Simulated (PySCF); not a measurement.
Si(I)(NMe2) (C2H6INSi), SMILES CN([Si]I)C (connectivity only; charge and spin as stated), neutral, multiplicity 1.

Geometry: B3LYP-D3(BJ)/def2-SVP. The def2 effective core potentials stand for the cores of I; spin–orbit coupling is left out. The values are those of a single conformer.

Two levels are set side by side: TDA-PBE/def2-SVPD (PySCF) and TDA-B3LYP/def2-SVPD (PySCF). Vertical, same geometry. The lowest singlet is HOMO→LUMO 71 %, HOMO−2→LUMO 28 % with PBE and HOMO→LUMO 90 % with the other functional; states are paired by order. Differences are taken from unrounded values.

| quantity | TDA-B3LYP | TDA-PBE | TDA-PBE minus TDA-B3LYP |
|---|---|---|---|
| lowest singlet excitation (eV) | 3.84 | 3.57 | -0.27 |
| lowest triplet excitation (TDA) (eV) | 2.74 | 2.68 | -0.07 |
| first bright state (f over 0.05) (eV) | 4.41 | 4.11 | -0.30 |
| its oscillator strength | 0.05 | 0.05 | 0.00 |

Functionals without exact exchange tend to place singlet excitations lower, as here. Differences between two approximate levels are no errors against the true value.

Rough cost on one machine, each run with all the roots and properties that it gave: TDA-B3LYP against TDA-PBE about 2 times.
